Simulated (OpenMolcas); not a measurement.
# Os VI: effect of the IPEA shift

```yaml
Program: OpenMolcas 26.06
Basis: ANO-RCC-VTZP [8s7p5d3f2g1h]
Scalar_Hamiltonian: DKH2, point nucleus
Active_space: 3 electrons in 10 orbitals (5d 6d)
State_averaging: 2S+1 = 4 even, 10 roots; 2S+1 = 2 even, 40 roots
Spin-orbit_coupling: RASSI with atomic mean-field integrals over the reference wave functions, term energies averaged over their components
```

Methods on the same reference wave functions:
A. CASSCF
B. MS-CASPT2, IPEA 0 Eh, imaginary shift 0.1 Eh (closed shells correlated: 5s 5p)
C. MS-CASPT2, IPEA 0.25 Eh, imaginary shift 0.1 Eh (closed shells correlated: 5s 5p)

Energies in cm⁻¹ above 5d³ ⁴F_3/2, the measured ground level; measured values from the list in Brasseur, Palmeri and Quinet, Atoms 13, 11 (2025).

```json
{"Level": "5d³ ⁴F_3/2", "A": "0.0", "B": "0.0", "C": "0.0", "Measured": "0.0"}
{"Level": "5d³ ⁴F_5/2", "A": "6151", "B": "6550", "C": "6530", "Measured": "6397"}
{"Level": "5d³ ⁴F_7/2", "A": "11454", "B": "11670", "C": "11680", "Measured": "11444"}
{"Level": "5d³ ⁴F_9/2 [56 %]", "A": "15285", "B": "14980", "C": "15040", "Measured": "14678"}
{"Level": "5d³ ⁴P_1/2 [65 %]", "A": "19233", "B": "17050", "C": "17190", "Measured": "16772"}
{"Level": "5d³ ²G_7/2", "A": "24737", "B": "23250", "C": "23420", "Measured": "22920"}
{"Level": "5d³ ²H_9/2 [55 %]", "A": "25510", "B": "24660", "C": "24720", "Measured": "24028"}
{"Level": "5d³ ⁴P_5/2", "A": "27094", "B": "25610", "C": "25640", "Measured": "24828"}
{"Level": "5d³ ²P_1/2 [65 %]", "A": "32499", "B": "29130", "C": "29350", "Measured": "28860"}
{"Level": "5d³ ²H_11/2", "A": "34575", "B": "33160", "C": "33250", "Measured": "32156"}
{"Level": "5d³ ²D_5/2(1)", "A": "37956", "B": "35120", "C": "35500", "Measured": "34418"}
{"Level": "5d³ ²G_9/2 [56 %]", "A": "39160", "B": "37760", "C": "37900", "Measured": "37019"}
{"Level": "5d³ ²P_3/2 [55 %]", "A": "44058", "B": "40630", "C": "40820", "Measured": ""}
{"Level": "5d³ ²F_5/2", "A": "45022", "B": "40860", "C": "41120", "Measured": "39601"}
{"Level": "5d³ ²F_7/2", "A": "45558", "B": "41560", "C": "41820", "Measured": "40447"}
{"Level": "5d³ ²D_3/2(2)", "A": "67125", "B": "62050", "C": "62250", "Measured": ""}
{"Level": "5d³ ²D_5/2(2)", "A": "67743", "B": "63020", "C": "63000", "Measured": "61005"}
```

Deviations, from unrounded energies. A percentage is the sum of absolute deviations over the sum of measured energies, with the sign that they share, or ± where signs differ.

| Against measurement | Levels | A | B | C |
| --- | --- | --- | --- | --- |
| mean absolute deviation (cm-1) | 14 | 2700 | 700 | 830 |
| fine structure of the ground term (%) | 3 | ±2.7 | +2.1 | +2.3 |
| other terms of the ground configuration (%) | 11 | +10.2 | +2.5 | +3.0 |

B lies closest to measurement on these levels and A furthest from it. The largest miss of B in the table is 5d³ ²D_5/2(2), by +2000 cm-1. The ranking rests on the paired levels alone, and a cruder setting can come out closer through cancelling errors.

Between B and C the level of the table that moves most is 5d³ ²D_5/2(1), by 380 cm-1 (lowest in B, highest in C). Moves below CASPT2's spread within the term are not significant.

The mean deviations of B to C differ by less than CASPT2's widest spread within a term (460 cm-1), so their order carries little weight.

From A to B the spin-free energies of the other terms of 5d³ shown, above ⁴F, scale by factors of 0.75 to 0.90, as is usual when dynamic correlation screens the repulsion within a d or f shell.

The lowest spin-free term lies below A's lowest term by 0.247 hartree in B, 0.242 hartree in C.

Term energies are means over components that CASPT2 splits; among the terms shown or strongly mixed into the levels shown the widest spread is 460 cm-1 (5d³ ⁴F, B). Active for correlation alone: 6d; no level in the range computed is led by a configuration that fills it, so any true level of that kind is missing. Without dynamic correlation excited terms often stand tens of per cent too high (terms of higher spin than the ground term too low), and those without a measured partner can miss by more than the paired ones (holds for A). Measured partners are found by configuration, term and J. A level has none where our copy of the source lacks it or the pairing is in doubt (some pairs that miss far off the trend of their configuration count as doubtful), and it then counts in no deviation. Levels of configurations outside the active space are missing. Levels that lie high or do not pair safely by name in every column are left out.

A share in square brackets marks a mixed level and gives the weight of the term that names it, the lowest over the columns. A number in round brackets counts repeated terms of one configuration in the order of the reference energies.
